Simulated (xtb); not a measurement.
hexamethyldisilane (C$_{6}$H$_{18}$Si$_{2}$), singlet, from a rough starting geometry; GFN2-xTB in xtb 6.7.1.

Input for xtb:
```
$ xtb mol.xyz --gfn 2 --opt vtight --json

# file mol.xyz
26

C     -1.88126053    -0.73231827    -1.62542499
Si    -1.20476141    -0.20737758     0.03512912
C     -2.07157717     1.34820289     0.54677107
C     -1.63506629    -1.53457126     1.28548303
Si     1.15645172     0.21948796    -0.08568312
C      1.85566856     0.76600190     1.61355804
C      1.59953648     1.52058905    -1.32700177
C      2.06013679    -1.33789923    -0.59266897
H     -1.36297787    -1.68227587    -1.99779101
H     -1.66980395    -0.02917286    -2.42010364
H     -2.89080460    -0.91938941    -1.60626166
H     -3.15491245     1.25481791     0.59563036
H     -1.76868635     1.72898158     1.54050525
H     -1.94426519     2.16109516    -0.16148251
H     -2.65059230    -1.75840477     1.35921973
H     -1.07606319    -2.51335643     1.03323353
H     -1.22779637    -1.28885365     2.32546732
H      2.91509329     0.88471517     1.59124213
H      1.33422396     1.70504759     2.00175197
H      1.65325074     0.03292903     2.41643849
H      1.23150136     1.24195202    -2.33233265
H      1.11175200     2.51370793    -1.03576151
H      2.68916856     1.74301608    -1.35730952
H      1.78005399    -1.74364948    -1.56020751
H      1.93042639    -2.15465617     0.18856747
H      3.09986372    -1.24190613    -0.61889969
```

Predict the main parts of the log of this xtb run.


```
   ID    Z sym.   atoms
    1    6 C      1, 3, 4, 6-8
    2   14 Si     2, 5
    3    1 H      9-26

           -------------------------------------------------
          |                Calculation Setup                |
           -------------------------------------------------

           -------------------------------------------------
          |                 G F N 2 - x T B                 |
           -------------------------------------------------

          ...................................................
          :                      SETUP                      :
          :.................................................:
          :  # basis functions                  62          :
          :  # atomic orbitals                  60          :
          :  # shells                           36          :
          :  # electrons                        50          :
          :  max. iterations                   250          :
          :  Hamiltonian                  GFN2-xTB          :
          :  restarted?                      false          :
          :  GBSA solvation                  false          :
          :  PC potential                    false          :
          :  electronic temp.          300.0000000     K    :
          :  accuracy                    1.0000000          :
          :  -> integral cutoff          0.2500000E+02      :
          :  -> integral neglect         0.1000000E-07      :
          :  -> SCF convergence          0.1000000E-05 Eh   :
          :  -> wf. convergence          0.1000000E-03 e    :
          :  Broyden damping             0.4000000          :
          :  net charge                          0          :
          :  unpaired electrons                  0          :
          ...................................................

 iter      E             dE          RMSdq      gap      omega  full diag
   1    -25.6835602 -0.256836E+02  0.385E+00    5.07       0.0  T
   2    -25.7815193 -0.979591E-01  0.138E+00    4.64       1.0  T
   3    -25.7917573 -0.102380E-01  0.117E+00    4.86       1.0  T
   4    -25.7964608 -0.470350E-02  0.316E-01    4.84       1.0  T
   5    -25.7965060 -0.451642E-04  0.186E-01    4.86       1.0  T
   6    -25.7965355 -0.295073E-04  0.655E-02    4.86       1.0  T
   7    -25.7965437 -0.819349E-05  0.346E-02    4.86       1.0  T
   8    -25.7965433  0.337848E-06  0.194E-02    4.86       1.0  T
[...]
 * total energy  :   -25.4382502 Eh     change       -0.2674630E-04 Eh
 * total energy  :   -25.4382622 Eh     change       -0.1205613E-04 Eh
 * total energy  :   -25.4382665 Eh     change       -0.4284826E-05 Eh
 * total energy  :   -25.4382684 Eh     change       -0.1914685E-05 Eh
 * total energy  :   -25.4382688 Eh     change       -0.4340690E-06 Eh
 * total energy  :   -25.4382690 Eh     change       -0.1733943E-06 Eh
 * total energy  :   -25.4382692 Eh     change       -0.1560572E-06 Eh
 * total energy  :   -25.4382692 Eh     change       -0.4713382E-08 Eh
 * total energy  :   -25.4382693 Eh     change       -0.1277757E-06 Eh
 * total energy  :   -25.4382694 Eh     change       -0.1199836E-06 Eh
 * total energy  :   -25.4382694 Eh     change        0.1048792E-07 Eh
 * total energy  :   -25.4382695 Eh     change       -0.7574084E-07 Eh
   *** GEOMETRY OPTIMIZATION CONVERGED AFTER 16 ITERATIONS ***
         :: total energy             -25.438269492685 Eh    ::
[...]
                             2 Si   0.896
     4   6 C    3.974 --    17 H    0.992    16 H    0.992    15 H    0.986
                             2 Si   0.896
     5  14 Si   3.635 --     8 C    0.896     7 C    0.896     6 C    0.896
                             2 Si   0.780
     6   6 C    3.974 --    20 H    0.992    19 H    0.992    18 H    0.986
                             5 Si   0.896
     7   6 C    3.974 --    22 H    0.992    21 H    0.992    23 H    0.986
                             5 Si   0.896
     8   6 C    3.974 --    24 H    0.992    25 H    0.992    26 H    0.986
                             5 Si   0.896
     9   1 H    1.000 --     1 C    0.992
    10   1 H    1.000 --     1 C    0.992
    11   1 H    0.999 --     1 C    0.986
    12   1 H    0.999 --     3 C    0.986
    13   1 H    1.000 --     3 C    0.992
    14   1 H    1.000 --     3 C    0.992
    15   1 H    0.999 --     4 C    0.986
    16   1 H    1.000 --     4 C    0.992
    17   1 H    1.000 --     4 C    0.992
    18   1 H    0.999 --     6 C    0.986
    19   1 H    1.000 --     6 C    0.992
    20   1 H    1.000 --     6 C    0.992
    21   1 H    1.000 --     7 C    0.992
    22   1 H    1.000 --     7 C    0.992
    23   1 H    0.999 --     7 C    0.986
    24   1 H    1.000 --     8 C    0.992
    25   1 H    1.000 --     8 C    0.992
    26   1 H    0.999 --     8 C    0.986
 ---------------------------------------------------------------------------

Topologies differ in total number of bonds
Writing topology from bond orders to xtbtopo.mol

molecular dipole:
                 x           y           z       tot (Debye)
 q only:       -0.000       0.000       0.000
   full:        0.000       0.000       0.000       0.001
molecular quadrupole (traceless):
                xx          xy          yy          xz          yz          zz
 q only:       -0.403      -0.103       0.194       0.026       0.004       0.209
  q+dip:        0.573       0.144      -0.275      -0.037      -0.006      -0.299
   full:       -0.417      -0.106       0.201       0.027       0.004       0.216

optimized geometry written to: xtbopt.xyz

           -------------------------------------------------
          | TOTAL ENERGY              -25.438269492685 Eh   |
          | GRADIENT NORM               0.000054923945 Eh/α |
          | HOMO-LUMO GAP               4.754813722683 eV   |
           -------------------------------------------------

normal termination of xtb
```
